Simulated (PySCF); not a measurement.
C$_{2}$H$_{2}$Cl (SMILES [CH]=CCl), doublet, geometry from GFN2-xTB; DF-M062X/aug-cc-pVTZ (PySCF).

Here is a job for PySCF.
```python
from pyscf import gto, scf, dft
import numpy

mol = gto.M(
    atom='''
C    -0.158121    0.849492    0.000224
C     0.972593    1.428190    0.015354
Cl   -0.339905   -0.957409   -0.006518
H    -1.134124    1.300848   -0.010446
H     2.025674    1.309009    0.027792
''',
    basis='aug-cc-pvtz',
    charge=0,
    spin=1,
    verbose=4,
    cart=True,
)
print('smallest overlap eigenvalue', numpy.linalg.eigvalsh(mol.intor('int1e_ovlp'))[0])

mf = dft.UKS(mol)
mf.xc = 'm062x'
mf = mf.density_fit(auxbasis='def2-universal-jkfit')
mf.kernel()
mf.analyze()
```

It wrote (shortened):

```
PySCF version 2.14.0

[INPUT] verbose = 4
[INPUT] num. atoms = 5
[INPUT] num. electrons = 31
[INPUT] charge = 0
[INPUT] spin (= nelec alpha-beta = 2S) = 1
[INPUT] symmetry False subgroup None
[INPUT] Mole.unit = angstrom
[INPUT] Cartesian GTO integrals (6d 10f)
[INPUT] Symbol           X                Y                Z      unit          X                Y                Z       unit  Magmom
[...]
nuclear repulsion = 80.0881898922906
number of shells = 57
number of NR pGTOs = 272
number of NR cGTOs = 219
basis = aug-cc-pvtz
ecp = {}
smallest overlap eigenvalue 2.1888300660253908e-06

******** <class 'pyscf.df.df_jk.DFUKS'> ********
method = DFUKS
initial guess = minao
damping factor = 0
level_shift factor = 0
DIIS = <class 'pyscf.scf.diis.CDIIS'>
diis_start_cycle = 1
diis_space = 8
diis_damp = 0
SCF conv_tol = 1e-09
SCF conv_tol_grad = None
SCF max_cycles = 50
direct_scf = False
number electrons alpha = 16  beta = 15
XC library pyscf.dft.libxc version 7.1.2
    S. Lehtola, C. Steigemann, M. J. T. Oliveira, and M. A. L. Marques,  SoftwareX 7, 1–5 (2018)
XC functionals = m062x
    Y. Zhao and D. G. Truhlar,  Theor. Chem. Acc. 120, 215 (2008)
    Y. Zhao and D. G. Truhlar,  Theor. Chem. Acc. 120, 215 (2008)
radial grids:
    Treutler-Ahlrichs [JCP 102, 346 (1995); DOI:10.1063/1.469408] (M4) radial grids

becke partition: Becke, JCP 88, 2547 (1988); DOI:10.1063/1.454033
pruning grids: <function nwchem_prune>
grids dens level: 3
symmetrized grids: False
atomic radii adjust function: <function treutler_atomic_radii_adjust>
small_rho_cutoff = 0
Set gradient conv threshold to 3.16228e-05
tot grids = 66736
******** <class 'pyscf.df.df.DF'> ********
auxbasis = def2-universal-jkfit
init E= -537.785117341638

cycle= 1 E= -537.473323361592  delta_E= 0.312  |g|= 0.184  |ddm|= 3.48
cycle= 2 E= -537.487878034764  delta_E= -0.0146  |g|= 0.141  |ddm|= 1.35
cycle= 3 E= -537.498284788921  delta_E= -0.0104  |g|= 0.0399  |ddm|= 0.259
cycle= 4 E= -537.499538468729  delta_E= -0.00125  |g|= 0.015  |ddm|= 0.147
cycle= 5 E= -537.499833553922  delta_E= -0.000295  |g|= 0.00899  |ddm|= 0.094
cycle= 6 E= -537.499939096432  delta_E= -0.000106  |g|= 0.00471  |ddm|= 0.0382
cycle= 7 E= -537.499973832793  delta_E= -3.47e-05  |g|= 0.00179  |ddm|= 0.0228
cycle= 8 E= -537.499982700051  delta_E= -8.87e-06  |g|= 0.000687  |ddm|= 0.012
cycle= 9 E= -537.499984366496  delta_E= -1.67e-06  |g|= 0.000288  |ddm|= 0.00808
cycle= 10 E= -537.499984566178  delta_E= -2e-07  |g|= 0.000124  |ddm|= 0.00295
cycle= 11 E= -537.4999845932  delta_E= -2.7e-08  |g|= 3.84e-05  |ddm|= 0.00111
cycle= 12 E= -537.499984595876  delta_E= -2.68e-09  |g|= 1.68e-05  |ddm|= 0.000296
cycle= 13 E= -537.499984596093  delta_E= -2.17e-10  |g|= 5.22e-06  |ddm|= 5.51e-05
Extra cycle  E= -537.499984596112  delta_E= -1.96e-11  |g|= 4.74e-06  |ddm|= 2.54e-05
converged SCF energy = -537.499984596112  <S^2> = 0.76724395  2S+1 = 2.0171702
**** SCF Summaries ****
Total Energy =                        -537.499984596112085
Nuclear Repulsion Energy =              80.088189892290615
One-electron Energy =                 -897.455995627111179
Two-electron Energy =                  279.867821138708507
Two-electron Coulomb Energy =          319.583379993979577
DFT Exchange-Correlation Energy =      -39.715558855271055
**** MO energy ****
                             alpha | beta                alpha | beta
[...]
To work with the spin densities directly, `use mulliken_meta_spin()` only printing them here.

WARN: Weak orthogonality for localized orbitals 1.7662365074696448e-09

 ** Mulliken spin pop alpha/beta on meta-lowdin orthogonal AOs **
 ** Mulliken Spin Density (per AO)  **
spin_pop of  0  C 1s        0.00000
spin_pop of  0  C 2s       -0.00792
spin_pop of  0  C 3s        0.00013
spin_pop of  0  C 4s       -0.00001
spin_pop of  0  C 5s        0.00002
spin_pop of  0  C 2px      -0.01263
spin_pop of  0  C 2py      -0.04183
spin_pop of  0  C 2pz      -0.09730
spin_pop of  0  C 3px      -0.00002
spin_pop of  0  C 3py       0.00035
spin_pop of  0  C 3pz      -0.00015
spin_pop of  0  C 4px       0.00006
spin_pop of  0  C 4py       0.00007
spin_pop of  0  C 4pz       0.00000
spin_pop of  0  C 5px       0.00011
spin_pop of  0  C 5py       0.00013
spin_pop of  0  C 5pz       0.00001
spin_pop of  0  C 3dxx      0.00022
spin_pop of  0  C 3dxy     -0.00003
spin_pop of  0  C 3dxz      0.00008
spin_pop of  0  C 3dyy      0.00037
spin_pop of  0  C 3dyz      0.00006
spin_pop of  0  C 3dzz      0.00004
spin_pop of  0  C 4dxx      0.00008
spin_pop of  0  C 4dxy      0.00002
spin_pop of  0  C 4dxz      0.00001
spin_pop of  0  C 4dyy      0.00001
spin_pop of  0  C 4dyz      0.00000
spin_pop of  0  C 4dzz      0.00012
spin_pop of  0  C 5dxx      0.00006
spin_pop of  0  C 5dxy      0.00014
spin_pop of  0  C 5dxz     -0.00000
spin_pop of  0  C 5dyy      0.00002
spin_pop of  0  C 5dyz     -0.00006
spin_pop of  0  C 5dzz      0.00000
spin_pop of  0  C 4fxxx    -0.00001
spin_pop of  0  C 4fxxy    -0.00001
spin_pop of  0  C 4fxxz    -0.00002
spin_pop of  0  C 4fxyy     0.00005
spin_pop of  0  C 4fxyz    -0.00000
spin_pop of  0  C 4fxzz     0.00010
spin_pop of  0  C 4fyyy    -0.00001
spin_pop of  0  C 4fyyz    -0.00000
spin_pop of  0  C 4fyzz     0.00004
spin_pop of  0  C 4fzzz     0.00001
spin_pop of  0  C 5fxxx    -0.00003
spin_pop of  0  C 5fxxy     0.00010
spin_pop of  0  C 5fxxz     0.00001
spin_pop of  0  C 5fxyy    -0.00004
spin_pop of  0  C 5fxyz    -0.00002
spin_pop of  0  C 5fxzz     0.00007
spin_pop of  0  C 5fyyy     0.00023
spin_pop of  0  C 5fyyz    -0.00006
spin_pop of  0  C 5fyzz     0.00011
spin_pop of  0  C 5fzzz    -0.00009
spin_pop of  1  C 1s        0.00000
spin_pop of  1  C 2s        0.09593
spin_pop of  1  C 3s        0.00068
spin_pop of  1  C 4s        0.00004
spin_pop of  1  C 5s        0.00000
spin_pop of  1  C 2px       0.03989
spin_pop of  1  C 2py       0.75087
spin_pop of  1  C 2pz       0.10535
spin_pop of  1  C 3px       0.00017
spin_pop of  1  C 3py       0.00163
[...]
spin_pop of  1  C 3dzz      0.00023
spin_pop of  1  C 4dxx     -0.00003
spin_pop of  1  C 4dxy      0.00009
spin_pop of  1  C 4dxz      0.00001
spin_pop of  1  C 4dyy      0.00042
spin_pop of  1  C 4dyz     -0.00002
spin_pop of  1  C 4dzz      0.00029
spin_pop of  1  C 5dxx      0.00007
spin_pop of  1  C 5dxy     -0.00001
spin_pop of  1  C 5dxz      0.00001
spin_pop of  1  C 5dyy      0.00010
spin_pop of  1  C 5dyz     -0.00002
spin_pop of  1  C 5dzz      0.00000
spin_pop of  1  C 4fxxx     0.00000
spin_pop of  1  C 4fxxy     0.00028
spin_pop of  1  C 4fxxz     0.00002
spin_pop of  1  C 4fxyy     0.00000
spin_pop of  1  C 4fxyz    -0.00000
spin_pop of  1  C 4fxzz     0.00005
spin_pop of  1  C 4fyyy     0.00003
spin_pop of  1  C 4fyyz    -0.00000
spin_pop of  1  C 4fyzz     0.00001
spin_pop of  1  C 4fzzz     0.00002
spin_pop of  1  C 5fxxx    -0.00001
spin_pop of  1  C 5fxxy     0.00040
spin_pop of  1  C 5fxxz    -0.00000
spin_pop of  1  C 5fxyy     0.00013
spin_pop of  1  C 5fxyz    -0.00000
spin_pop of  1  C 5fxzz     0.00007
spin_pop of  1  C 5fyyy     0.00086
spin_pop of  1  C 5fyyz    -0.00003
spin_pop of  1  C 5fyzz     0.00043
spin_pop of  1  C 5fzzz    -0.00005
spin_pop of  2 Cl 1s       -0.00000
spin_pop of  2 Cl 2s        0.00000
spin_pop of  2 Cl 3s        0.00368
spin_pop of  2 Cl 4s       -0.00000
spin_pop of  2 Cl 5s        0.00002
spin_pop of  2 Cl 6s       -0.00001
spin_pop of  2 Cl 2px       0.00000
spin_pop of  2 Cl 2py       0.00000
spin_pop of  2 Cl 2pz      -0.00000
spin_pop of  2 Cl 3px       0.01352
spin_pop of  2 Cl 3py       0.13380
spin_pop of  2 Cl 3pz      -0.00702
spin_pop of  2 Cl 4px      -0.00005
spin_pop of  2 Cl 4py       0.00009
spin_pop of  2 Cl 4pz      -0.00002
spin_pop of  2 Cl 5px      -0.00000
spin_pop of  2 Cl 5py       0.00001
spin_pop of  2 Cl 5pz      -0.00000
spin_pop of  2 Cl 6px       0.00001
spin_pop of  2 Cl 6py       0.00004
spin_pop of  2 Cl 6pz      -0.00001
spin_pop of  2 Cl 3dxx      0.00006
spin_pop of  2 Cl 3dxy     -0.00009
spin_pop of  2 Cl 3dxz     -0.00001
spin_pop of  2 Cl 3dyy     -0.00009
spin_pop of  2 Cl 3dyz     -0.00016
spin_pop of  2 Cl 3dzz     -0.00012
spin_pop of  2 Cl 4dxx      0.00002
spin_pop of  2 Cl 4dxy     -0.00002
spin_pop of  2 Cl 4dxz     -0.00000
spin_pop of  2 Cl 4dyy     -0.00001
spin_pop of  2 Cl 4dyz      0.00001
spin_pop of  2 Cl 4dzz      0.00001
spin_pop of  2 Cl 5dxx     -0.00000
spin_pop of  2 Cl 5dxy     -0.00001
spin_pop of  2 Cl 5dxz     -0.00000
spin_pop of  2 Cl 5dyy      0.00004
spin_pop of  2 Cl 5dyz     -0.00003
spin_pop of  2 Cl 5dzz      0.00000
spin_pop of  2 Cl 4fxxx     0.00000
spin_pop of  2 Cl 4fxxy     0.00004
spin_pop of  2 Cl 4fxxz     0.00000
spin_pop of  2 Cl 4fxyy     0.00001
spin_pop of  2 Cl 4fxyz     0.00000
spin_pop of  2 Cl 4fxzz     0.00000
spin_pop of  2 Cl 4fyyy     0.00003
spin_pop of  2 Cl 4fyyz     0.00001
spin_pop of  2 Cl 4fyzz     0.00001
spin_pop of  2 Cl 4fzzz     0.00000
spin_pop of  2 Cl 5fxxx    -0.00001
spin_pop of  2 Cl 5fxxy     0.00003
spin_pop of  2 Cl 5fxxz    -0.00001
spin_pop of  2 Cl 5fxyy    -0.00003
spin_pop of  2 Cl 5fxyz     0.00000
spin_pop of  2 Cl 5fxzz     0.00000
spin_pop of  2 Cl 5fyyy    -0.00001
spin_pop of  2 Cl 5fyyz    -0.00002
spin_pop of  2 Cl 5fyzz     0.00006
spin_pop of  2 Cl 5fzzz    -0.00002
spin_pop of  3  H 1s        0.03233
spin_pop of  3  H 2s        0.00013
spin_pop of  3  H 3s        0.00009
spin_pop of  3  H 4s        0.00001
spin_pop of  3  H 2px      -0.00000
spin_pop of  3  H 2py       0.00018
spin_pop of  3  H 2pz      -0.00006
spin_pop of  3  H 3px       0.00027
spin_pop of  3  H 3py       0.00003
spin_pop of  3  H 3pz      -0.00001
spin_pop of  3  H 4px       0.00000
spin_pop of  3  H 4py       0.00002
spin_pop of  3  H 4pz      -0.00002
spin_pop of  3  H 3dxx     -0.00001
spin_pop of  3  H 3dxy      0.00003
spin_pop of  3  H 3dxz     -0.00000
spin_pop of  3  H 3dyy      0.00001
spin_pop of  3  H 3dyz     -0.00000
spin_pop of  3  H 3dzz      0.00003
spin_pop of  3  H 4dxx      0.00002
spin_pop of  3  H 4dxy     -0.00000
spin_pop of  3  H 4dxz      0.00000
spin_pop of  3  H 4dyy      0.00007
spin_pop of  3  H 4dyz      0.00000
spin_pop of  3  H 4dzz      0.00004
spin_pop of  4  H 1s       -0.01794
spin_pop of  4  H 2s        0.00026
spin_pop of  4  H 3s        0.00011
spin_pop of  4  H 4s        0.00003
spin_pop of  4  H 2px      -0.00005
spin_pop of  4  H 2py       0.00037
spin_pop of  4  H 2pz       0.00001
spin_pop of  4  H 3px       0.00011
spin_pop of  4  H 3py       0.00022
spin_pop of  4  H 3pz      -0.00002
spin_pop of  4  H 4px       0.00001
spin_pop of  4  H 4py       0.00012
spin_pop of  4  H 4pz      -0.00002
spin_pop of  4  H 3dxx      0.00001
spin_pop of  4  H 3dxy      0.00005
spin_pop of  4  H 3dxz     -0.00001
spin_pop of  4  H 3dyy     -0.00001
spin_pop of  4  H 3dyz     -0.00001
spin_pop of  4  H 3dzz      0.00004
spin_pop of  4  H 4dxx     -0.00005
spin_pop of  4  H 4dxy      0.00000
spin_pop of  4  H 4dxz      0.00000
spin_pop of  4  H 4dyy     -0.00002
spin_pop of  4  H 4dyz     -0.00001
spin_pop of  4  H 4dzz      0.00011
 ** Mulliken Spin Density (per atom)  **
spin density of  0 C =     -0.15739
spin density of  1 C =      0.99708
spin density of  2 Cl =      0.14379
spin density of  3 H =      0.03318
spin density of  4 H =     -0.01667

WARN: Weak orthogonality for localized orbitals 1.7662365074696448e-09

 ** Mulliken pop alpha/beta on meta-lowdin orthogonal AOs **
 ** Mulliken pop       alpha | beta **
In total            16.00000 | 15.00000
 ** Mulliken atomic charges   ( Nelec_alpha | Nelec_beta ) **
charge of  0C =     -0.10060  (     2.97161      3.12899 )
charge of  1C =     -0.11952  (     3.55830      2.56122 )
charge of  2Cl =     -0.10433  (     8.62406      8.48027 )
charge of  3H =      0.15818  (     0.43750      0.40432 )
charge of  4H =      0.16627  (     0.40853      0.42520 )
Dipole moment(X, Y, Z, Debye):  0.52641,  1.30742,  0.00964
```
